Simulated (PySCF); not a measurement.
Species: C3H5BCl2F2.
Atom-mapped SMILES: `[F:1][B:2]([F:3])[CH2:4][CH2:5][CH:6]([Cl:7])[Cl:8]` (hydrogens: H9, H10 on C4; H11, H12 on C5; H13 on C6)

All values: PBE0/pcSseg-1 and wB97X-D/def2-SVPD (PySCF, non-relativistic), on one gas-phase PBE0-D3(BJ)/def2-SVP geometry that isn't relaxed in the solvent. The solvent is an IEF-PCM continuum (cavity from Bondi-type radii × 1.2). Specific hydrogen bonds and non-electrostatic terms are outside this model.

Gas phase at PBE0/pcSseg-1: HOMO -8.88 eV, LUMO -0.08 eV, dipole 1.34 D.

Problem. What does the continuum do to the energy, the frontier levels and the dipole at PBE0/pcSseg-1 in cyclohexane and methanol?

Solution. 
| solvent | ε | E(solvent) − E(gas) (kJ/mol) | polarisation term (kJ/mol) | distortion of the solute (kJ/mol) | HOMO (eV) | LUMO (eV) | dipole (D) |
| --- | --- | --- | --- | --- | --- | --- | --- |
| cyclohexane | 2.017 | -7.83 | -8.20 | 0.37 | -8.81 | 0.01 | 1.51 |
| methanol | 32.61 | -19.47 | -21.98 | 2.51 | -8.74 | 0.10 | 1.83 |

The first energy column is the sum of the next two and covers electrostatics alone. From cyclohexane to methanol the lowering changes by a factor 2.49, Onsager's factor (ε − 1)/(2ε + 1) by 2.36 and ε itself by 16.2.

Problem. Which radius a makes the point-dipole formula ΔE = −[(ε − 1)/(2ε + 1)]·μ²/a³ give the value in methanol, with the gas-phase dipole?

Solution. μ = 0.526 au and |ΔE| = 0.00742 Eh give a = 1.38 Å; the farthest nucleus lies 3.28 Å from the centroid of the nuclei, so such a sphere wouldn't even hold the nuclei. The formula assumes a rigid point dipole at the centre of a sphere.

Problem. Which IAO charges (PBE0/pcSseg-1) respond most in cyclohexane (means over atoms taken as equivalent)?

Solution. 
```json
{"atoms": "H13", "environment": "methine hydrogen", "gas (e)": "+0.184", "solvent (e)": "+0.191", "change": "+0.007"}
{"atoms": "Cl7/Cl8", "environment": "alkyl chlorine", "gas (e)": "-0.081", "solvent (e)": "-0.087", "change": "-0.006"}
{"atoms": "H11/H12", "environment": "methylene hydrogen", "gas (e)": "+0.154", "solvent (e)": "+0.158", "change": "+0.004"}
{"atoms": "B2", "environment": "three-coordinate boron", "gas (e)": "+0.748", "solvent (e)": "+0.751", "change": "+0.003"}
{"atoms": "F1/F3", "environment": "boron-bound fluorine", "gas (e)": "-0.314", "solvent (e)": "-0.317", "change": "-0.003"}
{"atoms": "H9/H10", "environment": "methylene hydrogen", "gas (e)": "+0.174", "solvent (e)": "+0.175", "change": "+0.001"}
{"atoms": "C5", "environment": "chain CH2 carbon", "gas (e)": "-0.246", "solvent (e)": "-0.247", "change": "-0.001"}
{"atoms": "C6", "environment": "CHCl2 carbon", "gas (e)": "-0.087", "solvent (e)": "-0.086", "change": "+0.001"}
{"atoms": "C4", "environment": "sp3 carbon bound to boron", "gas (e)": "-0.466", "solvent (e)": "-0.467", "change": "-0.001"}
```

Problem. How do the nuclear quadrupole coupling constants eQVzz/h respond in cyclohexane?

Solution. 
| nucleus | Q (barn) | gas (MHz) | solvent (MHz) | η gas | η solvent |
| --- | --- | --- | --- | --- | --- |
| 11B at B2 | 0.04059 | 3.63 | 3.64 | 0.65 | 0.66 |
| 35Cl at Cl7 | -0.0817 | -77.38 | -76.57 | 0.03 | 0.03 |
| 35Cl at Cl8 | -0.0817 | -77.43 | -76.62 | 0.03 | 0.04 |

Gas phase at wB97X-D/def2-SVPD: HOMO -10.79 eV, LUMO 1.44 eV, dipole 1.34 D.

Problem. What does the continuum do to the energy, the frontier levels and the dipole at wB97X-D/def2-SVPD in cyclohexane?

Solution. 
```json
{"solvent": "cyclohexane", "ε": "2.017", "E(solvent) − E(gas) (kJ/mol)": "-8.19", "polarisation term (kJ/mol)": "-8.63", "distortion of the solute (kJ/mol)": "0.44", "HOMO (eV)": "-10.75", "LUMO (eV)": "1.52", "dipole (D)": "1.53"}
```

The atom shares or the degeneracy of the HOMO differ from the gas phase in cyclohexane, so that column needn't follow one orbital.

Problem. How does the static polarisability (wB97X-D/def2-SVPD, frozen core, with the continuum's full static response) change?

Solution. 
| medium | isotropic (au) | principal values (au) | ⟨r²⟩ of the electrons (bohr²) |
| --- | --- | --- | --- |
| gas | 76.2 | 68.3, 78.1, 82.3 | 1842.5 |
| cyclohexane | 84.7 | 76.4, 87.9, 89.8 | 1843.2 |

The isotropic value in cyclohexane is 1.11 times the gas-phase one; no cavity-field correction is applied. ⟨r²⟩ is taken about the centre of nuclear charge.

Hardware: an Intel Xeon at 2.50 GHz with one thread, shared host with 64 logical CPUs at a one-minute load of 63. Cost: 55 s of wall time, 0.89 GiB resident at most. This is the whole shielding run at PBE0/pcSseg-1 in methanol, SCF included.

Conformer computed: `[F:1][B:2]([F:3])[CH2:4][CH2:5][CH:6]([Cl:7])[Cl:8]`: F1–B2–C4–C5 174°, B2–C4–C5–C6 179°, C4–C5–C6–Cl7 -62°.

wB97X-D is run here without its empirical dispersion term; that term would change no orbital, density or response property at a fixed geometry.
